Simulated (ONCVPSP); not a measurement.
## u(r) = r·R(r): atom against pseudo-atom (B (Z = 5))

Columns: radius, all-electron u(r) and pseudo u(r) of the 2p shell (level -5.84 eV) of boron in the configuration [He] 2s2 2p0.75; LDA (Perdew-Wang 92), scalar-relativistic, ONCV scheme, ONCVPSP 4.0.1.

```
r (bohr)  all-electron  pseudo
   0.195        0.0894  0.0237
   0.390        0.2417  0.0912
   0.585        0.3828  0.1924
   0.780        0.4932  0.3126
   0.975        0.5712  0.4354
   1.170        0.6197  0.5454
   1.365        0.6436  0.6309
   1.560        0.6482  0.6853
   1.755        0.6381  0.7071
   1.950        0.6177  0.6999
   2.145        0.5900  0.6700
   2.340        0.5577  0.6253
   2.535        0.5227  0.5735
   2.730        0.4865  0.5204
   2.925        0.4502  0.4701
   3.120        0.4145  0.4245
   3.315        0.3800  0.3840
   3.510        0.3470  0.3482
   3.705        0.3159  0.3161
   3.900        0.2867  0.2867
   4.095        0.2596  0.2596
   4.290        0.2345  0.2345
   4.485        0.2114  0.2114
   4.680        0.1902  0.1902
   4.875        0.1709  0.1709
   5.070        0.1533  0.1533
```

Question: How many radial nodes do the two functions have?

Answer: The all-electron 2p function has n − l − 1 = 0; the pseudo-wave has 0.

Question: At about which radius was the pseudo-wave matched?

Answer: 3.90 bohr, where the columns begin to agree (steps of 0.20 bohr).

Question: Is the pseudo-wave norm-conserving?

Answer: Yes: the ONCV scheme keeps the norm inside the radius equal to the all-electron one, which fixes the energy derivative of the logarithmic derivative at the level.
